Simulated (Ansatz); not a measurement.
Computed with Ansatz on PBE0-D4/def2-TZVP structures; ΔE is electronic, products minus reactants. CCSD(T)/CBS is the MP2 limit (def2-TZVPP, def2-QZVPP) plus CCSD(T) − MP2 in def2-TZVPP, frozen cores. This one scheme is used for every species. Double bonds are as drawn, so ΔE can hold a change between cis and trans. Functionals use def2-TZVPP. Each species was taken in one conformer, which may not be the lowest.

Reaction (substitution at a C–C bond): `B/C=C(\C)O` + `NB(F)S` → `CNB(F)S` + `B/C=C/O`

`B/C=C(\C)O`:

```xyz
12

B    -0.893   -0.928   -1.515
C    -0.558   -1.041   -0.051
C     0.120   -0.110    0.663
C     0.661    1.181    0.160
O     0.348   -0.345    1.967
H    -1.497   -1.804   -2.066
H    -0.572    0.026   -2.170
H    -0.859   -1.913    0.526
H     1.746    1.214    0.305
H     0.224    2.014    0.721
H     0.445    1.318   -0.896
H     0.835    0.387    2.356
```

`NB(F)S`:

Cartesian coordinates in Å:
```
N 0.949 0.416 0.590
B -0.018 -0.110 -0.266
F 0.347 -0.529 -1.483
S -1.766 -0.237 0.243
H 0.752 0.750 1.515
H 1.913 0.488 0.313
H -2.177 -0.778 -0.913
```

`CNB(F)S`:

Cartesian coordinates in Å:
```
C 0.773 1.166 -0.701
N 0.139 -0.124 -0.557
B -0.481 -0.602 0.595
F -0.522 0.161 1.696
S -1.244 -2.263 0.629
H 0.298 1.762 -1.486
H 0.688 1.714 0.237
H 1.836 1.067 -0.940
H 0.163 -0.707 -1.377
H -1.649 -2.173 1.904
```

`B/C=C/O`:

Z-matrix (Å, degrees):
```
B
C 1 1.509
H 1 1.200 2 119.0
H 1 1.197 2 121.9 3 -180.0
C 2 1.349 1 119.1 3 -0.0
H 2 1.091 1 123.2 3 180.0
O 5 1.331 2 127.3 1 -180.0
H 5 1.086 2 121.6 1 0.0
H 7 0.965 5 109.4 2 0.0
```

Is it downhill or uphill in electronic energy at CCSD(T)/CBS, and by how much? (An estimate is asked.)

The calculation gave: Uphill: ΔE = +0.46 eV.

What do these levels give: PBE-D4, ωB97M-V, PBE0, MP2/def2-TZVPP, SCS-MP2/def2-TZVPP, CCSD(T)/def2-TZVPP, HF/def2-QZVPP, MP2/def2-QZVPP, SCS-MP2/def2-QZVPP, HF/CBS(def2), MP2/CBS(def2), CCSD/CBS(def2)? (An estimate is asked.)

The calculation gave: PBE-D4 0.46, ωB97M-V 0.46, PBE0 0.45, MP2/def2-TZVPP 0.48, SCS-MP2/def2-TZVPP 0.43, CCSD(T)/def2-TZVPP 0.44, HF/def2-QZVPP 0.36, MP2/def2-QZVPP 0.49, SCS-MP2/def2-QZVPP 0.44, HF/CBS(def2) 0.36, MP2/CBS(def2) 0.50, CCSD/CBS(def2) 0.45 eV.

Largest T1 diagnostic among the species: 0.013.

In def2-TZVPP, CCSD(T) changes the Hartree–Fock value by +0.08 eV (the triples alone add +0.01 eV) and MP2 by +0.12 eV.
